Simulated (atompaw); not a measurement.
How hard is this nitrogen PAW (atompaw) potential?

nitrogen (N), PAW, made with atompaw 4.2.0.5 (PBE, scalar-relativistic). Core [He], reference 2s2 2p1 (charge +2). Waves: 2s (bound); 2s channel at -1.25 Ry; 2p (bound); 2p channel at 2.15 Ry; 3d channel at 0.4 Ry. Local part: bessel scheme, radius 1.10 bohr. Core correction: smooth core density matched at 1.40 bohr. Augmentation charge: sinc compensation charge, radius 1.35 bohr; PAW radius 1.60 bohr; waves and projectors: bloechl.

The pseudo-atom Hamiltonian at the reference potential is diagonalised in spherical Bessel functions j_l(qr) that vanish at 20 bohr, with q² up to the cutoff. All-electron valence levels (Ry): 2s -3.6132, 2p -2.7570.

Task: How do the lowest levels (Ry) of each channel move with the cutoff, and are there ghosts?

Result:

```csv
cutoff (Ry),s #1,p #1,d #1,f #1,f #2,Σ f·Δε (mRy)
8,-3.5584,-2.1342,-0.5845,-0.2596,-0.1449,732.5
10,-3.5908,-2.3013,-0.5886,-0.2596,-0.1449,500.5
12,-3.6052,-2.4384,-0.5915,-0.2596,-0.1450,334.6
18,-3.6128,-2.6500,-0.5953,-0.2597,-0.1450,107.8
21,-3.6129,-2.6932,-0.5959,-0.2597,-0.1450,64.3
25,-3.6129,-2.7304,-0.5962,-0.2597,-0.1450,27.2
30,-3.6130,-2.7473,-0.5965,-0.2597,-0.1450,10.2
35,-3.6131,-2.7540,-0.5966,-0.2597,-0.1450,3.3
45,-3.6132,-2.7567,-0.5966,-0.2597,-0.1450,0.3
50,-3.6132,-2.7569,-0.5966,-0.2597,-0.1450,0.1
55,-3.6132,-2.7570,-0.5966,-0.2597,-0.1450,0.1
400,-3.6132,-2.7571,-0.5966,-0.2597,-0.1450,0.0
```

Result: no extra level below or beside the all-electron valence levels (s, p, d, f tested); 10 mRy is reached at 35 Ry and 1 mRy at 45 Ry.
